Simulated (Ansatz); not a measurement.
Z-matrix (Å, degrees):
```
C
B 1 1.567
H 1 1.097 2 108.9
H 1 1.091 2 112.2 3 -118.0
H 1 1.091 2 112.3 3 118.0
O 2 1.366 1 119.3 3 90.7
O 2 1.365 1 119.3 3 -88.0
Si 6 1.641 2 142.0 1 -166.5
Si 7 1.641 2 142.1 1 -170.2
H 8 1.484 6 109.9 2 -96.7
H 8 1.488 6 110.7 2 24.3
H 8 1.483 6 107.7 2 143.8
H 9 1.482 7 107.7 2 144.0
H 9 1.484 7 109.9 2 -96.5
H 9 1.488 7 110.7 2 24.5
```

Total charge 0; spin multiplicity 1.

(1) List the PBE/def2-TZVPP orbital energies in eV (Ansatz 0.2.0). (Best estimate.)

## Answers

(1) Computed: Occupied: -1780.22, -1780.22, -510.49, -510.49, -268.09, -178.23, -137.89, -137.89, -94.67, -94.67, -94.60, -94.60, -94.60, -94.60, -25.64, -24.76, -17.17, -14.74, -14.27, -11.96, -11.29, -10.57, -10.53, -9.44, -9.35, -9.32, -8.81, -8.58, -8.10, -7.63, -7.43, -7.23. Lowest empty: -0.96, -0.33, -0.17, 0.37, 0.60, 0.65, 0.92, 1.10.
